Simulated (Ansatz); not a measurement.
The cluster CoI₂⁺. Charge 1, multiplicity 1. Geometry PBE0-D4/def2-TZVP, that of the neutral doublet.

Cartesian coordinates in Å:
```
Co -0.0001 0.0000 -0.0001
I 0.5097 -2.3421 0.2747
I -0.5097 2.3421 -0.2746
```

In the def2 sets I takes a core potential; there is no spin–orbit coupling. A triplet lies near this restricted singlet, and broken spin symmetry wasn't tried. At PBE-D4/def2-TZVP an occupied level of the charge 1 singlet lies above an empty one (by up to 0.07 eV), so this SCF solution is probably not the lowest. At PBE0-D4/def2-TZVP a triplet of charge 1 lies 2.41 eV below the restricted singlet at the same geometry. That triplet is doubtful there (⟨S²⟩ 3.02, where a pure state has 2.00). The structure comes from a short search, and lower isomers may exist.

Task: Estimate the orbital energies around the gap (eV) in Ansatz with PBE-D4/def2-TZVP, r2SCAN-D4/def2-TZVP, PBE0-D4/def2-TZVP.

Result: 
```
orbital  PBE-D4/def2-TZVP  r2SCAN-D4/def2-TZVP  PBE0-D4/def2-TZVP
 HOMO−5            -13.05               -13.37             -14.22
 HOMO−4            -12.55               -12.80             -14.02
 HOMO−3            -12.55               -12.80             -13.98
 HOMO−2            -11.64               -12.31             -13.98
 HOMO−1            -11.37               -12.23             -13.42
   HOMO            -11.37               -12.23             -13.42
   LUMO            -11.44               -11.58             -10.88
 LUMO+1            -11.44               -11.58             -10.88
 LUMO+2             -6.14                -5.90              -5.47
 LUMO+3             -4.63                -4.49              -3.96
 LUMO+4             -4.63                -4.49              -3.96
 LUMO+5             -3.07                -2.45              -2.45
```
